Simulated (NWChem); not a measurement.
# C$_{2}$H$_{3}$FO$_{2}$Si; SMILES O[Si@]1(OC=C1)F

```xyz
9

O     -1.1885    -1.4456     0.0260
Si     0.0296    -0.3573     0.0486
F      1.3530    -1.2497    -0.1066
C      0.0662     1.1612     1.0605
C      0.0113     1.7746    -0.1426
O     -0.0399     0.8674    -1.1726
H     -2.0849    -1.1162     0.1389
H      0.1221     1.5958     2.0544
H      0.0006     2.8343    -0.4246
```
Atoms are numbered in this order, from 1.

Level: PBE0/def2-SVP (NWChem), optimised geometry, unscaled harmonic frequencies. 

```json
[
 {"frequency (cm⁻¹)": "159", "IR intensity (km/mol)": "19.1"},
 {"frequency (cm⁻¹)": "182", "IR intensity (km/mol)": "14.4"},
 {"frequency (cm⁻¹)": "295", "IR intensity (km/mol)": "49.1"},
 {"frequency (cm⁻¹)": "303", "IR intensity (km/mol)": "17.7"},
 {"frequency (cm⁻¹)": "334", "IR intensity (km/mol)": "33.9"},
 {"frequency (cm⁻¹)": "457", "IR intensity (km/mol)": "91.9"},
 {"frequency (cm⁻¹)": "581", "IR intensity (km/mol)": "15.0"},
 {"frequency (cm⁻¹)": "651", "IR intensity (km/mol)": "18.8"},
 {"frequency (cm⁻¹)": "734", "IR intensity (km/mol)": "47.5"},
 {"frequency (cm⁻¹)": "779", "IR intensity (km/mol)": "184.7"},
 {"frequency (cm⁻¹)": "881", "IR intensity (km/mol)": "29.3"},
 {"frequency (cm⁻¹)": "946", "IR intensity (km/mol)": "197.4"},
 {"frequency (cm⁻¹)": "975", "IR intensity (km/mol)": "0.1"},
 {"frequency (cm⁻¹)": "1001", "IR intensity (km/mol)": "163.2"},
 {"frequency (cm⁻¹)": "1069", "IR intensity (km/mol)": "139.7"},
 {"frequency (cm⁻¹)": "1145", "IR intensity (km/mol)": "132.1"},
 {"frequency (cm⁻¹)": "1295", "IR intensity (km/mol)": "20.4"},
 {"frequency (cm⁻¹)": "1586", "IR intensity (km/mol)": "102.5"},
 {"frequency (cm⁻¹)": "3201", "IR intensity (km/mol)": "6.9"},
 {"frequency (cm⁻¹)": "3311", "IR intensity (km/mol)": "4.9"},
 {"frequency (cm⁻¹)": "3942", "IR intensity (km/mol)": "140.1"}
]
```

```yaml
zero_point_energy: 34.0 kcal/mol
thermal correction to the enthalpy at 298.15 K (with zero-point energy): 38.6 kcal/mol
heat capacity Cv: 22.0 cal/(mol K)
entropy at 298.15 K and 1 atm (symmetry number 1): 78.2 cal/(mol K)
dipole_moment: 3.16 D
```

Rigid rotor and harmonic oscillator.
